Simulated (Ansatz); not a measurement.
`O[SiH](Cl)O[SiH2]Cl` and `Cl[SiH2]O[SiH](Cl)Cl` differ in one atom or group.

Ansatz, PBE0-D4/def2-TZVP geometries, multiplicity 1. Each molecule was computed in one conformer, which needn't be the lowest.

```
                                          property  `O[SiH](Cl)O[SiH2]Cl`
                 HOMO energy (PBE/def2-TZVPP) / eV                  -7.63
size of the dipole moment (ωB97M-V/def2-TZVPP) / D                   1.10
             HOMO energy (ωB97M-V/def2-TZVPP) / eV                 -11.34
             LUMO energy (ωB97M-V/def2-TZVPP) / eV                   1.91
               HOMO–LUMO gap (PBE/def2-TZVPP) / eV                   6.92
  size of the dipole moment (B3LYP/def2-TZVPP) / D                   1.11
```

(1) What does the change do to each property? (An estimate is asked.)

Answers

(1) The calculation gave: 
```csv
property,`Cl[SiH2]O[SiH](Cl)Cl`,shift
HOMO energy (PBE/def2-TZVPP) / eV,-7.71,-0.08
size of the dipole moment (ωB97M-V/def2-TZVPP) / D,0.90,-0.20
HOMO energy (ωB97M-V/def2-TZVPP) / eV,-11.34,0.00
LUMO energy (ωB97M-V/def2-TZVPP) / eV,1.84,-0.07
HOMO–LUMO gap (PBE/def2-TZVPP) / eV,6.86,-0.06
size of the dipole moment (B3LYP/def2-TZVPP) / D,0.91,-0.20
```

Dipoles are sizes alone; their direction can turn.

B3LYP here is the variant with VWN-RPA as its local correlation; programs differ in this.
